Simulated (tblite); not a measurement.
Q: Write a Z-matrix for `C=CC1([Si@@H](F)N[SiH3])CC1` as optimised with GFN2-xTB.

A: 
Z-matrix in Å and degrees, rows numbered from 1:
```
C 
C   1  1.3217
C   2  1.4768  1  126.00
Si  3  1.8860  2  118.99  1    -0.44
F   4  1.6187  3  109.60  2    55.12
N   4  1.7232  3  113.03  2   168.59
Si  6  1.7322  4  132.41  3    64.12
C   3  1.5175  2  115.40  1   148.20
C   8  1.4846  3   60.67  2   104.78
H   1  1.0769  2  121.49  3   179.92
H   1  1.0757  2  122.29  3    -0.68
H   2  1.0848  1  119.24  3  -179.78
H   4  1.4570  3  113.48  2   -62.91
H   6  1.0074  4  113.02  3  -116.06
H   7  1.4615  6  107.15  4    28.73
H   7  1.4697  6  110.73  4   -91.24
H   7  1.4623  6  106.38  4   149.35
H   8  1.0794  3  117.94  9   108.69
H   8  1.0806  3  117.61  9  -108.94
H   9  1.0809  3  117.52  8   108.84
H   9  1.0795  3  117.95  8  -108.72
```

Of the pairs four or more bonds apart, Si4···H11 is among the closest relative to their van der Waals radii: 2.80 Å, 85 % of the sum of Bondi's values. N6 (nitrogen bridging silicon atoms) is planar (angles 132.4°, 114.6° and 113.0°, sum 360.0°, 0.00 Å off the plane of its three neighbours). The C–C distances run from 1.322 Å (C1=C2, drawn double) to 1.517 Å (C3–C8, drawn single), a spread of 0.195 Å. Si7 (SiH3 silicon) is tetrahedral (angles from 106.4° to 112.6°).

The geometry is computed with GFN2-xTB (gas phase).

Point group: C1 (no symmetry element, even within 0.4 Å). Its GFN2-xTB frequencies are all real (lowest 41 cm⁻¹). One conformer, not necessarily the lowest (C1–C2–C3–Si4 0°, C2–C3–Si4–F5 55°, C3–Si4–N6–Si7 64°).
